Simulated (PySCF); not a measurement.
The vertical singlet excitations below were computed for one of the candidates. The calculation used PySCF, TDDFT PBE0/def2-SVPD, vertical, gas phase, core orbitals frozen in the response. Geometries: GFN2-xTB, one conformer each.

| state | E (eV) | f | main configurations (H = HOMO, L = LUMO) |
| --- | --- | --- | --- |
| S1 | 2.22 | 0.0000 | H→L (99%) |
| S2 | 4.25 | 0.0096 | H-1→L (79%), H-2→L (13%) |
| S3 | 4.36 | 0.012 | H-2→L (85%), H-1→L (10%) |
| S4 | 4.74 | 0.024 | H-3→L (67%), H-5→L (15%), H-4→L (14%) |
| S5 | 4.87 | 0.012 | H-4→L (82%), H-5→L (10%) |
| S6 | 5.62 | 0.158 | H-5→L (68%), H-3→L (16%) |
| S7 | 5.96 | 0.018 | H→L+1 (93%) |
| S8 | 6.26 | 0.0063 | H→L+2 (94%) |

Triplets computed (Tamm–Dancoff): 1.73, 2.84, 4.19 eV.

Question: Which structure fits? All have the formula C7H7ClS.
A. `CSC1=CC=CC(Cl)=C1`
B. `C#C[C@@H]1CC[C@@H](Cl)C1=S`
C. `Clc1sccc1C1CC1`
D. `C=CC1=C(Cl)C(C)=CS1`

Answer: B. Its S1, at 2.22 eV, is the lowest among the candidates; the nearest of the others has S1 at 4.42 eV. S1 is HOMO→LUMO (99%). S1 has the pattern of n→π* at C=S. At the same level the other candidates give, for their lowest levels:
- `CSc1cccc(Cl)c1`: 4.62 eV (f 0.017); 5.07 eV (f 0.237); 5.32 eV (f 0.000); 5.79 eV (f 0.002); 5.90 eV (f 0.063); T1 3.68 eV; HOMO -6.32, LUMO -0.67 eV
- `C=Cc1scc(C)c1Cl`: 4.42 eV (f 0.265); 4.81 eV (f 0.106); 5.29 eV (f 0.000); 5.82 eV (f 0.000); 6.00 eV (f 0.005); T1 2.71 eV; HOMO -6.39, LUMO -1.47 eV
- `Clc1sccc1C1CC1`: 5.25 eV (f 0.111); 5.56 eV (f 0.000); 5.69 eV (f 0.097); 5.89 eV (f 0.001); 6.08 eV (f 0.000); T1 3.48 eV; HOMO -6.63, LUMO -0.73 eV
